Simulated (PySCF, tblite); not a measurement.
Species: C₂HF₃O₂.
Numbering: `[O:1]=[C:2]([OH:3])[C:4]([F:5])([F:6])[F:7]` (hydrogens: H8 on O3)

The geometry is computed with GFN2-xTB (gas phase).

Q: Give the optimised bond lengths and angles.

A: 
| bond | length (Å) | order |
| --- | --- | --- |
| O1=C2 | 1.190 | double |
| C2–O3 | 1.317 | single |
| C2–C4 | 1.560 | single |
| C4–F5, C4–F6, C4–F7 | 1.334 | single |
| O3–H8 | 0.973 | single |

Bonds in one row agree within 0.01 Å and their mean is given. Orders are formal, as drawn. A selection of angles:
| angle | degrees |
| --- | --- |
| O1–C2–O3 | 127.0 |
| O1–C2–C4 | 123.6 |
| O3–C2–C4 | 109.4 |
| C2–O3–H8 | 112.2 |
| C2–C4–F5 | 111.5 |
| F5–C4–F6 | 107.8 |

Torsions: O1–C2–C4–F5 0° (synperiplanar); H8–O3–C2–O1 0° (synperiplanar).

The C–O distances run from 1.190 Å (O1=C2, drawn double) to 1.317 Å (C2–O3, drawn single), a spread of 0.127 Å. O3 (acid hydroxyl oxygen) is bent (angle 112.2°).

Point group: Cs (tolerance 0.08 Å). Its GFN2-xTB frequencies are all real (lowest 28 cm⁻¹). One conformer, not necessarily the lowest (O1–C2–O3–H 0°).
